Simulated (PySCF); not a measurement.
Octasulfur, SMILES S1SSSSSSS1 (CAM-B3LYP/def2-SVP optimised geometry):

```
8

S     -0.119     2.291     2.246
S      1.514     1.660     1.164
S      2.688     0.362     2.246
S      1.792    -1.555     2.013
S      1.314    -1.660     0.000
S     -0.768    -1.660     0.000
S     -1.514     0.284     0.000
S     -1.587     0.768     2.013
```

Computed with CAM-B3LYP/def2-TZVP run with PySCF.

What are the frontier orbital energies and the dipole moment?

HOMO-2 -8.90 eV, HOMO-1 -8.74 eV, HOMO -7.83 eV, LUMO -1.18 eV, LUMO+1 -1.09 eV; dipole moment 0.11 D.

On the same geometry PBE/def2-TZVP (PySCF) gives HOMO-2 -6.51 eV, HOMO-1 -6.37 eV, HOMO -5.49 eV, LUMO -3.18 eV, LUMO+1 -3.06 eV; dipole moment 0.16 D.

Meta-Löwdin charges at CAM-B3LYP/def2-TZVP: S1 -0.01, S2 0.03, S3 -0.01, S4 -0.02, S5 0.02, S6 0.00, S7 0.02, S8 -0.02.
